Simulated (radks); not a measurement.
Spherical quantum dot in the effective-mass picture: electrons in a well V = -V0 / (1 + exp((r - R)/a)) with V0 = 17.9, R = 2.75, a = 0.23, with a point charge +2 (a donor) at the centre, all in effective atomic units (hartree* = m*/eps^2 hartree, bohr* = eps/m* bohr), one dielectric constant everywhere. Method: non-relativistic Kohn-Sham, PBEsol, spin-polarised, spherical densities; computed with a radial shooting solver with Libxc functionals. Levels are named by radial order and angular momentum (1s, 1p, 1d, 2s, ...), and open shells are averaged over m.

N = 10, configuration 1s2 1p6 2s2. This is the lowest configuration that the search found. Occupied and some empty levels:

level,occupation,eigenvalue (hartree*),<r> (bohr*)
1s,2,-13.322,1.145
1p,6,-12.417,1.614
2s,2,-11.736,1.303
1d,0,-11.540,1.767
1f,0,-10.491,1.877
2p,0,-9.7589,1.479
1g,0,-9.2759,1.966

Energy (hartree*): total -153.598, kinetic 14.731, external -193.65, Hartree 30.590, exchange-correlation -5.2739.

Electron density:

r (bohr*),n(r) (e/bohr*^3)
0.141,3.234
0.299,1.766
0.456,0.9976
0.614,0.5960
0.771,0.3930
0.928,0.2989
1.09,0.2624
1.24,0.2518
1.40,0.2457
1.56,0.2308
1.72,0.2012
1.87,0.1577
2.03,0.1082
2.19,0.06318
2.35,0.03042
2.50,0.01196
2.66,0.003782
2.82,0.0009655
2.97,0.0002105
3.13,0.00004042
